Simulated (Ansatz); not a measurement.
# Abstraction of Cl: CH2ClI + C2H4ClSi → CH2I + C2H4Cl2Si

Species: CH2ClI (chloroiodomethane) `ClCI`, singlet; C2H4ClSi `C=C[SiH]Cl`, doublet; CH2I `[CH2]I`, doublet; C2H4Cl2Si `C=C[SiH](Cl)Cl`, singlet. A radical takes Cl: the energy is the difference in strength between the C–Cl bond broken and the Si–Cl bond made.

Shapes, held fixed at every level: PBE0-D4/def2-TZVP. Flexible molecules stand in one conformer, not always the lowest. Programs: Ansatz 0.2.0. The zero-point and thermal change to 298 K, harmonic and unscaled (PBE0-D4/def2-TZVP), is -6.0 kJ/mol.

```csv
level,kind,ΔH(298 K) (kJ/mol),less CCSD(T)/def2-TZVPP,CPU time (sum over the molecules)
B3LYP-D4/def2-TZVPP,global hybrid,-130.4,+7.7,22 s
BHLYP-D4/def2-TZVPP,global hybrid,-145.7,-7.6,20 s
wB97M-V/def2-TZVPP,range-separated hybrid,-140.6,-2.5,56 s
wB97X-V/def2-TZVPP,range-separated hybrid,-138.3,-0.2,42 s
MP2/def2-TZVPP,perturbation theory,-146.7,-8.6,–
CCSD(T)/def2-SVP,coupled cluster or CI,-131.8,+6.3,20 s
CCSD(T)/def2-TZVPP,coupled cluster or CI,-138.1,0.0,6 min
```

The highest level, CCSD(T)/def2-TZVPP, gives ΔH(298 K) = -138.1 kJ/mol; the levels span -146.7 to -130.4. The column of differences is taken from that level and isn't an error. No measured value is set beside it here. Spin contamination: C2H4ClSi (⟨S²⟩ up to 0.87). Open shells run unrestricted unless RO is named. For atoms past krypton def2 sets carry core potentials with scalar relativity. Correlated rows may include outer-core shells of I, which these sets cover unevenly. Times are processor times on shared x86 and Arm servers, and rough.
